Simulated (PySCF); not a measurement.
Gas-phase reaction: GeHCl₃ + 2 H → GeH₃Cl + Cl₂

Energies from PySCF (xtb for GFN2), thermal terms from the rigid-rotor harmonic-oscillator model, ideal gas at 1 bar. † marks an energy on the PBE0/def2-TZVP geometry and frequencies; other levels use their own. MP2 freezes the core. 6-31G* has spherical d functions here. Open shells (unrestricted): H (multiplicity 2); the rest are closed-shell singlets. GFN2 has no spin-polarisation term. Ge: all electrons, no relativistic terms. MP2 isn't extrapolated to the basis-set limit; its ΔH°(298 K) is -59.6 kJ in def2-SVP and -85.6 kJ in def2-TZVPP. The harmonic model lacks anharmonicity and excited electronic states, which grow with temperature; levels with a mode under 35 cm⁻¹ are left out.

```
level               ΔE electronic, kJ  ΔH°(298 K), kJ  ΔS°(298 K), J/K  ΔG°(1600 K), kJ
------------------  -----------------  --------------  ---------------  ---------------
GFN2-xTB                         -273            -247              -79              -86
HF/6-31G*                         -45             -17              -71              132
HF/def2-TZVP†                     -51             -24              -72              126
MP2/def2-SVP†                     -86             -60              -72               91
MP2/def2-TZVPP†                  -112             -86              -72               65
PBE/def2-SVP                     -138            -113              -73               37
PBE/def2-TZVP†                   -160            -133              -72               17
PBE0/def2-QZVP†                  -154            -127              -72               23
ωB97M-V/def2-TZVP†               -158            -132              -72               19
```
ΔH° is lowest at GFN2-xTB and highest at HF/6-31G*. No reference value is set beside these.
